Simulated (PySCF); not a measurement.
Telling isomers of C6H9NOSi apart by NMR

Computational details: PBE0/pcSseg-1 with gauge-including orbitals, geometry from GFN2-xTB, in PySCF 2.14.0 with density-fitted response routines (relativity neglected, gas phase, averaged over atoms made equivalent by symmetry, fast rotation or ring inversion, one computed conformer).

Scale: 1H (σ = 31.72 ppm), 13C (σ = 186.93 ppm) vs TMS (reference shieldings calculated alike). Where no couplings were computed, multiplicities follow the n + 1 count of equivalent neighbours, and m marks all less simple cases (inequivalent or close neighbours, rings, F or P nearby). Shifts are as computed. Against solution values, carbons near 30 ppm lie about +3 ppm off and those near 130 ppm about +5 ppm. Of 1211 compounds with measured shifts, 218 miss one by over three times the rms of a fit or turn the order of signals round; such compounds aren't used in these exercises.

(1) Tabulate the signals of `C=CCO[SiH2]/C=C\C#N`, `C=C(C#N)C[SiH2]C(C)=O`, `C=Nc1ccc([SiH2]C)o1` and their relative energies.

(2) What is the quickest way to tell C=C(C#N)C[SiH2]C(C)=O from C=Nc1ccc([SiH2]C)o1?

(3) What is the quickest way to tell C=CCO[SiH2]/C=C\C#N from C=C(C#N)C[SiH2]C(C)=O?

(4) What is the quickest way to tell C=CCO[SiH2]/C=C\C#N from C=Nc1ccc([SiH2]C)o1?

Answers

(1) 
| SMILES | carbon types | δC | δH | E rel. (kcal/mol) |
| --- | --- | --- | --- | --- |
| C=CCO[SiH2]/C=C\C#N | 1×C 3×CH 2×CH2 | 170.3, 144.3, 127.3, 127.1, 120.7, 70.2 | 7.09 (m, 1H), 6.42 (m, 1H), 6.21 (d, 1H), 6.00 (m, 1H), 5.56 (m, 1H), 5.25 (d, 2H), 5.00 (d, 2H) | 10.5 |
| C=C(C#N)C[SiH2]C(C)=O | 3×C 2×CH2 1×CH3 | 242.3, 141.6, 124.0, 123.8, 42.8, 21.3 | 6.29 (br s, 1H), 6.12 (br s, 1H), 4.45 (t, 2H), 2.47 (s, 3H), 2.07 (t, 2H) | 9.2 |
| C=Nc1ccc([SiH2]C)o1 | 2×C 2×CH 1×CH2 1×CH3 | 168.2, 155.0, 148.1, 130.3, 120.4, -9.6 | 7.94 (d, 1H), 7.08 (d, 1H), 7.01 (m, 1H), 6.87 (m, 1H), 4.74 (q, 2H), 0.42 (t, 3H) | 0.0 |

Energies are electronic energies at PBE0/pcSseg-1 on these geometries, without zero-point or thermal terms, each for the one conformer computed, which needn't be the lowest.

(2) Both give the same number of carbon signals, but DEPT or the intensities differ. The first has a carbonyl carbon (C) at 242.3 ppm, the second an aromatic CH at 130.3 ppm. Their most deshielded carbons lie at 242.3 and 168.2 ppm. In the proton spectra the most deshielded non-exchanging signals are 6.29 (br s, 1H) and 7.94 (d, 1H).

(3) Both give the same number of carbon signals, but DEPT or the intensities differ. The first has an alkene CH at 170.3 ppm, the second a carbonyl carbon (C) at 242.3 ppm. In the proton spectra the most deshielded non-exchanging signals are 7.09 (m, 1H) and 6.29 (br s, 1H).

(4) Both give the same number of carbon signals, but DEPT or the intensities differ. The first has an allylic sp3 CH2 bonded to O at 70.2 ppm, the second a methyl carbon bonded to Si (CH3) at -9.6 ppm. Their most deshielded carbons lie at 170.3 and 168.2 ppm. In the proton spectra the most deshielded non-exchanging signals are 7.09 (m, 1H) and 7.94 (d, 1H).
